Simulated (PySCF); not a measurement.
# Removing an electron from `C=CC[SiH2][SiH2]CCl`

Compound: C4H11ClSi2.
Geometry (PBE0-D3(BJ)/def2-SVP, Å), atoms numbered from 1 in this order:
```xyz
18
C4H11ClSi2 angstrom
C      1.359   -1.127    1.884
C      1.389    0.097    1.350
C      1.416    0.399   -0.111
Si    -0.150    1.290   -0.725
Si    -2.084    0.080   -0.180
C     -2.194   -0.176    1.701
Cl    -1.906    1.377    2.547
H      1.382   -2.025    1.258
H      1.318   -1.272    2.967
H      1.361    0.963    2.024
H      1.537   -0.524   -0.702
H      2.267    1.058   -0.360
H     -0.234    2.656   -0.122
H     -0.067    1.448   -2.212
H     -2.071   -1.274   -0.827
H     -3.306    0.807   -0.646
H     -1.423   -0.882    2.040
H     -3.180   -0.549    2.012
```

Level: wB97X-D/def2-SVPD (PySCF). Frontier orbitals with their largest atomic shares (Löwdin; up to four atoms above 4 %):

```json
{"orbital": "HOMO−3", "ε (eV)": "-10.48", "main atoms": "Cl7 75 %, C6 12 %"}
{"orbital": "HOMO−2", "ε (eV)": "-10.09", "main atoms": "Cl7 33 %, Si5 21 %, Si4 14 %, H15 7 %"}
{"orbital": "HOMO−1", "ε (eV)": "-9.89", "main atoms": "Cl7 28 %, Si5 19 %, C6 18 %, Si4 16 %"}
{"orbital": "HOMO", "ε (eV)": "-9.12", "main atoms": "?"}
{"orbital": "LUMO", "ε (eV)": "1.53", "main atoms": "C2 15 %, Cl7 14 %, C1 13 %, Si5 11 %"}
{"orbital": "LUMO+1", "ε (eV)": "1.64", "main atoms": "Si5 14 %, Si4 14 %, C1 13 %, C2 12 %"}
{"orbital": "LUMO+2", "ε (eV)": "1.76", "main atoms": "Si4 26 %, Si5 15 %, Cl7 8 %, C3 8 %"}
```

**Question.** What vertical ionisation energy does ΔSCF give, and how far is −ε(HOMO) from it?

**Answer.** ΔSCF: 9.23 eV (891 kJ/mol; threshold wavelength 134 nm); ⟨S²⟩ of the doublet left behind is 0.759, against 0.75 for a pure doublet. −ε(HOMO) is 9.12 eV, 0.11 eV below it. For the exact functional −ε(HOMO) would equal the first vertical ionisation energy; wB97X-D (range-separated hybrid) comes within 0.11 eV of that here.

**Question.** On which atoms does the HOMO lie?

**Answer.** C1 (terminal =CH2 carbon) 32 %, C2 (alkene CH carbon) 26 %, C3 (sp3 carbon bound to silicon) 14 %, Si4 (SiH2 silicon) 8 %, so no atom holds as much as 40 %. The HOMO−1 lies 0.77 eV lower.

**Question.** What kinetic energy would electrons from this vertical process carry with He I light (21.218 eV)?

**Answer.** 21.22 − 9.23 = 11.99 eV.

**Question.** What total energies stand behind the ΔSCF value?

**Answer.** E(N) = -1197.72523 Eh and E(N − 1) = -1197.38600 Eh at the same geometry, 0.33923 Eh apart.

**Question.** Shift the occupied levels rigidly so that −ε(HOMO) equals the ΔSCF value. What binding energies result?

**Answer.** The shift is +0.11 eV: HOMO 9.23, HOMO−1 10.00, HOMO−2 10.20, HOMO−3 10.59 eV. A rigid shift is only a rough guide to the deeper ionisations.

**Question.** How many of the 10 lowest singlet excitations (vertical TDDFT, same level) lie below the ionisation energy?

**Answer.** All 10; they run from 6.62 to 7.72 eV.

One conformer (not necessarily the lowest) at the PBE0-D3(BJ)/def2-SVP geometry, without solvent, vibrations or thermal averaging.

Note: wB97X-D ran without an empirical dispersion term, which enters the total energy and its gradient alone.
